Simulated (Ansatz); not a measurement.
A nudged elastic band was laid between two geometries of Cl3FH2OW + FH (10 atoms, charge 0, multiplicity 1).

These are results of RHF/def2-SVP in Ansatz, not measurements.

```
movable images  : 5
climbing image  : yes
spring          : 5.0 eV/Å²
optimiser       : quadratic models (default)
start path      : through a guess of the saddle point
force threshold : 0.2 eV/Å
iteration limit : 60
end points      : relaxed
```

Initial state:

```xyz
10
Properties=species:S:1:pos:R:3
W -0.113 0.049 -0.221
O 0.202 0.050 1.608
H 0.120 -0.729 2.154
Cl 1.961 -0.387 -1.046
Cl 0.157 2.284 -0.707
F -1.898 0.370 -0.513
Cl -0.701 -2.220 0.471
H -0.406 -1.036 -1.410
F 1.577 2.237 2.803
H 1.068 1.536 2.544
```

Final state:

```xyz
10
Properties=species:S:1:pos:R:3
W 0.113 0.433 -0.009
O 0.481 -0.211 2.150
H -0.089 -0.846 2.569
Cl 2.280 -0.406 -0.270
Cl -0.470 1.939 -1.651
F -1.509 0.866 0.810
Cl -0.800 -1.744 0.022
H 0.243 -0.238 -1.482
F 1.024 1.865 0.794
H 0.694 0.495 2.751
```

(1) What changes between the two ends?

(2) Give the energies along the band, and the barrier.

(3) What is the geometry of the highest image?

The band took 13 iterations and about 9 core-minutes.

Answers

(1) Bonds broken: F9–H10. Bonds formed: W1–F9, O2–H10. Cl3FH2OW + FH becomes Cl3F2H3OW.

(2) The forces met the threshold. The highest image is number 3 of 0 to 6, 89.3 kJ/mol above the first end and 165.2 kJ/mol above the last; the last end lies 76.0 kJ/mol below the first. The threshold of 0.2 eV/Å is loose, so the images may lie well off the minimum-energy path. The order of the stationary point at the top wasn't checked. Another band between the same ends, with other settings, climbed to 0.449 eV only, so this may not be the lowest route. The orbitals stay closed-shell, which can raise the energy where a bond breaks towards radicals; this wasn't checked here.

```tsv
image	path coordinate (Å)	energy (kJ/mol)	F9–H10 (Å)	W1–F9 (Å)	O2–H10 (Å)
0	0.00	0.0	0.90	4.10	1.96
1	0.94	2.5	0.90	3.62	1.97
2	1.88	19.6	0.91	2.87	1.81
3	2.82	89.3	1.15	2.20	1.16
4	3.72	-22.7	2.07	1.91	0.95
5	4.62	-53.8	2.30	1.89	0.95
6	5.52	-76.0	2.41	1.88	0.95
```

(3) 
```xyz
10
Properties=species:S:1:pos:R:3:forces:R:3
W 0.135 0.324 0.098 0.02 -0.03 0.13
O -0.154 0.153 2.096 0.00 -0.12 0.19
H -0.424 -0.627 2.567 -0.03 0.04 0.08
Cl 2.157 -0.209 -0.850 0.19 0.08 -0.04
Cl 0.019 2.329 -0.983 0.08 0.03 -0.14
F -1.714 0.465 0.044 0.00 -0.09 0.02
Cl -0.163 -2.041 0.368 -0.09 0.04 -0.04
H -0.219 -0.368 -1.342 -0.07 0.09 -0.02
F 1.520 1.337 1.480 -0.07 0.02 -0.22
H 0.811 0.790 2.206 -0.05 -0.06 0.04
```

The run took 2.4 min on 4 threads of Arm Neoverse V2, on a shared host, peak memory 0.51 GiB.
